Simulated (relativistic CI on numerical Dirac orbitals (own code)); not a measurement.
# What each ingredient does to the levels of Pm XXIII

Base calculation: Dirac-Coulomb-Breit CI, KLI orbitals optimised for each configuration, a model potential for QED, unscaled Slater integrals.

Configuration list (outside the closed core [Ar] 3d10): 4s²4p⁶4d³, 4s²4p⁵4d⁴, 4s²4p⁶4d²4f, 4s4p⁶4d⁴, 4s4p⁶4d³4f, 4s²4p⁶4d²5s, 4s²4p⁶4d²5p, 4s²4p⁶4d4f5s, 4s²4p⁶4d²5d, 4s²4p⁵4d³5s, 4s²4p⁶4d4f², 4s²4p⁶4f³, 4s4p⁶4d4f³, 4s²4p⁶4f²5s, 4s²4p⁶4f²5p, 4s²4p⁶4d5s², 4s²4p⁶4f5s², 4s4p⁶4d4f5s², 4s²4p⁶5s²5p. Double excitations out of closed p, d and f shells are left out; levels of such configurations are missing from the list, as are those of other unlisted configurations, and high levels can miss mixing partners. These lack a partner that the ground configuration has and come out too high: 4s²4p⁶4d²5d, 4s²4p⁵4d³5s.

The lowest level and the first level of each name with at least 55 % of one term (blank where a level has no safe partner in the second run):

```tsv
Level	Base (cm⁻¹)	Shift (cm⁻¹)
4s²4p⁶4d³ ⁴F3/2	0	0
4s²4p⁶4d³ ⁴F5/2	31037	+1004
4s²4p⁶4d³ ⁴F7/2	49366	+53
4s²4p⁶4d³ ⁴P1/2	58333	-1629
4s²4p⁶4d³ ²G7/2	88401	-1114
4s²4p⁶4d³ ⁴P5/2	88716	-2248
4s²4p⁶4d³ ²P1/2	109187	-2187
4s²4p⁶4d³ ²H11/2	119357	-3581
4s²4p⁶4d³ ²D5/2	123306	-3571
4s²4p⁶4d³ ²F5/2	132467	-5557
4s²4p⁶4d³ ²F7/2	139367	-5484
4s²4p⁶4d³ ²P3/2	152739	-3255
4s²4p⁵4d⁴ ⁶D°7/2	867981	+12937
4s²4p⁵4d⁴ ⁶D°9/2	876559	+12396
4s²4p⁵4d⁴ ⁴D°1/2	932614	+7915
4s²4p⁵4d⁴ ⁴I°15/2	963602	+5204
```

At this charge energies of transitions that change n are usually good to better than 1 %, and those within a shell (Δn = 0) to a few per cent. Terms inside the open d or f shell come out 10 to 20 % too wide with unscaled integrals.

(1) One thing was changed in a second run, which moved the levels as shown. Which?
A. QED terms removed
B. configuration mixing switched off
C. one mean potential for all configurations
D. Breit term removed
E. valence Slater integrals scaled by 0.9

## Answers

(1) E. Valence Slater integrals scaled by 0.9. Scaling acts on the splittings between terms and on the mixing, and leaves the fine structure of pure LS terms nearly alone; in jj coupling it moves the levels of one term differently.

LS names give the leading component of a level, which can be under half, so a name can repeat, a term be missing and a line seem to break the LS rules.
